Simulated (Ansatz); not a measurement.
tetraarsenic (As₄), singlet, at a GFN2-xTB geometry. Base run: HF/6-31G (Ansatz, an electronic-structure program).

Input for Ansatz:
Ansatz 0.2 input:
```yaml
crystal:
  periodic: [false, false, false]
  atoms:
    - {symbol: As, position_ang: [-0.98818600, 0.08569794, -1.07294968]}
    - {symbol: As, position_ang: [0.66338791, 1.29259141, 0.15556555]}
    - {symbol: As, position_ang: [0.99228668, -1.01989496, -0.33205142]}
    - {symbol: As, position_ang: [-0.66748859, -0.35839439, 1.24943554]}
basis:
  gaussian:
    orbitals: 6-31G
hamiltonian:
  xc: hf
```

Each row names what was changed in the base input (with any setting that the change needs).

```json
[
 {"change": "base", "ΔE vs base (kcal/mol)": "0.000"},
 {"change": "fitting.mean_field = cc-pVTZ-JKFIT", "ΔE vs base (kcal/mol)": "0.157"},
 {"change": "point_charge = charge:-1.0 position_ang:-3.9159, -1.2468, -1.7359", "ΔE vs base (kcal/mol)": "-8.64"},
 {"change": "point_charge = charge:1.0 position_ang:3.3965, 1.4909, 2.4786", "ΔE vs base (kcal/mol)": "-5.71"},
 {"change": "accuracy = high", "ΔE vs base (kcal/mol)": "-0.010"},
 {"change": "nuclear_model = gaussian", "ΔE vs base (kcal/mol)": "[?]"},
 {"change": "forces = on", "ΔE vs base (kcal/mol)": "0.000"},
 {"change": "fitting.mean_field = def2-universal-JKFIT", "ΔE vs base (kcal/mol)": "[?]"},
 {"change": "point_charge = charge:0.5 position_ang:-0.9035, 2.2753, -3.7295", "ΔE vs base (kcal/mol)": "-2.04"},
 {"change": "lower_state_search = off", "ΔE vs base (kcal/mol)": "0.000"},
 {"change": "lower_state_search = full", "ΔE vs base (kcal/mol)": "0.000"}
]
```

What belongs in the gaps?


- nuclear_model = gaussian, ΔE vs base (kcal/mol): 24.13
- fitting.mean_field = def2-universal-JKFIT, ΔE vs base (kcal/mol): 0.299
